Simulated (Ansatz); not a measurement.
BiCl₃, SMILES [Cl][Bi]([Cl])[Cl].

Geometry optimised at B3LYP-D3(BJ)/def2-SVP. The isomer is the one that the SMILES or the coordinates give; other isomers of the formula were not compared. The def2 effective core potentials stand for the cores of Bi; spin–orbit coupling is left out.

Two levels are set side by side: PBE/def2-SVPD (Ansatz, an electronic-structure program) and CAM-B3LYP/def2-SVPD (Ansatz). Energy differences of separate SCF runs at the same geometry; the states with an electron removed or added have multiplicity 2 and 2. Differences are taken from unrounded values.

| quantity | CAM-B3LYP |
|---|---|
| vertical ionisation energy (eV) | 11.04 |
| vertical electron affinity (eV) | 1.34 |
| vertical singlet–triplet gap (eV) | 4.48 |

What does PBE give, and how far is it from CAM-B3LYP? (Estimate from the structure and the level; the computed values follow.)


| quantity | PBE | PBE minus CAM-B3LYP |
|---|---|---|
| vertical ionisation energy (eV) | 10.45 | -0.59 |
| vertical electron affinity (eV) | 1.18 | -0.15 |
| vertical singlet–triplet gap (eV) | 4.16 | -0.32 |
